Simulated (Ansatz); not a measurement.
Li₂Br₂⁺, that is (LiBr)2 ring with one electron fewer. Total charge 1; doublet. Geometry r2SCAN-D4/def2-TZVP; atoms count from 1.

```xyz
4

Li   -1.721    0.741    0.574
Br   -0.568   -1.377   -0.027
Li    1.575   -0.587   -1.009
Br    0.715    1.222    0.463
```

In the charge 1 doublet, Br2 and Br4 lie 2.94 Å apart (atoms count from 1), so these atoms are partly bonded to each other.

Question: Estimate the Mulliken populations from the PBE0/def2-TZVP orbitals of Ansatz.

Answer: 
| atom | charge (e) | spin (α − β) |
| --- | --- | --- |
| Li1 | 0.86 | -0.01 |
| Br2 | -0.36 | 0.51 |
| Li3 | 0.86 | -0.01 |
| Br4 | -0.36 | 0.51 |
Mulliken values depend strongly on the basis.

Question: Where does the spin sit?

Answer: Summed by element: Li -0.02, Br 1.02, of 1 unpaired in all. Largest on single atoms: Br2 0.51, Br4 0.51, Li1 -0.01.

Question: And the Mayer bond orders between heavy atoms (over 0.3)?

Answer: Br2–Br4 0.50 (2.94 Å).
